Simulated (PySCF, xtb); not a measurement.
Ti(OH)4 (H4O4Ti), SMILES [OH][Ti]([OH])([OH])[OH], multiplicity 1. Other conformers were not sampled.

Harmonic wavenumbers (cm⁻¹) from GFN2-xTB in xtb at its own minimum, in rising order: 110, 111, 126, 129, 151, 168, 169, 222, 276, 368, 369, 371, 391, 544, 626, 639, 639, 3589, 3592, 3592, 3594.

Q: What does PySCF with B3LYP-D3(BJ)/def2-SVP give at its own minimum? (An estimate is asked for; the answer gives what the named calculation found.)

A: 158, 173, 173, 182, 229, 234, 260, 260, 308, 469, 469, 483, 492, 722, 780, 801, 801, 3874, 3874, 3874, 3882. Paired by order, the mean absolute difference is 130 cm⁻¹ and the zero-point energies are 28.3 and 32.2 kcal/mol.
